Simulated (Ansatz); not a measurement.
(AgCl)2 ring (Ag2Cl2), relaxed as a singlet with RKS PBE0-D4/def2-SVP in Ansatz, starting from the GFN2-xTB geometry. Force threshold 0.02 eV/Å.

In the def2 sets Ag takes a core potential; there is no spin–orbit coupling.

Start:

Cartesian coordinates in Å:
```
Ag 1.066 -0.339 1.000
Cl 1.307 1.056 -1.033
Ag -1.066 0.342 -0.998
Cl -1.307 -1.059 1.031
```

| step | energy (eV) | largest force component (eV/Å) | SCF passes |
| --- | --- | --- | --- |
| 1 | -33030.2577 | 0.360 | 25 |
| 2 | -33030.2838 | 0.029 | 31 |
| 3 | -33030.2840 | 0.003 | 32 |

Force components are those of the run's own axes.

End:

Cartesian coordinates in Å:
```
Ag 1.022 -0.326 0.958
Cl 1.362 1.101 -1.076
Ag -1.022 0.328 -0.957
Cl -1.361 -1.103 1.075
```

By distances, no bond broke or formed. The bond that changes most is Ag1–Cl2, from 2.48 to 2.51 Å (atoms count from 1).

No frequencies were taken in this run, so the end may be a saddle point.

Hardware: 4 threads of Intel Xeon Platinum 8375C on a shared host. Wall time 8 s.
